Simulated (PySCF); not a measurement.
C₅H₅O₃ (charge -1).
Bonds: C1–O2, O2–C3, C3–C4 (aromatic), C4–C5 (aromatic), C5–C6 (aromatic), C6–O7, C6–O8 (aromatic), C3–O8 (aromatic). Hydrogens: H9, H10, H11 on C1; H12 on C4; H13 on C5.

Structure optimised with GFN2-xTB, isolated species.

Question: What internal coordinates does the optimisation give?

Answer: 
```
                 bond  length (Å)
                C1–O2       1.399
                O2–C3       1.394
                C3–C4       1.351
                C4–C5       1.424
                C5–C6       1.384
                C6–O7       1.242
                C6–O8       1.431
                C3–O8       1.357
C1–H9, C1–H10, C1–H11       1.095
               C4–H12       1.075
               C5–H13       1.074
```

Bonds in one row agree within 0.01 Å and their mean is given. A selection of angles:
```
   angle  degrees
C1–O2–C3    113.7
O2–C3–C4    128.8
O2–C3–O8    119.2
C4–C3–O8    112.0
C3–C4–C5    106.2
C4–C5–C6    108.3
C5–C6–O7    134.4
C5–C6–O8    106.8
O7–C6–O8    118.8
C3–O8–C6    106.7
```

Torsions: C1–O2–C3–C4 180° (antiperiplanar).

C4 (aromatic CH carbon) is planar (angles 127.6°, 126.2° and 106.2°, sum 360.0°, 0.00 Å off the plane of its three neighbours). The 5-membered ring C3–C4–C5–C6–O8 has internal angles of 106.2° to 112.0° (sum 540°, against 540° for a flat polygon); it is planar, 0.00 Å rms from its mean plane, widest ring torsion 0°. C5 (aromatic CH carbon) is planar (angles 126.4°, 125.3° and 108.3°, sum 360.0°, 0.00 Å off the plane of its three neighbours). C3 (aromatic carbon bearing oxygen) is planar (angles 128.8°, 119.2° and 112.0°, sum 360.0°, 0.00 Å off the plane of its three neighbours). The C–O distances run from 1.242 Å (C6–O7, drawn single) to 1.431 Å (C6–O8, aromatic), a spread of 0.189 Å. The 3 C–C bonds span 1.351 Å (C3–C4, aromatic) to 1.424 Å (C4–C5, aromatic), a spread of 0.073 Å. C6 (aromatic carbon bearing oxygen) is planar (angles 134.4°, 118.8° and 106.8°, sum 360.0°, 0.00 Å off the plane of its three neighbours).

Point group: Cs (tolerance 0.08 Å). GFN2-xTB frequencies: not computed here.

One conformer stands for the species.
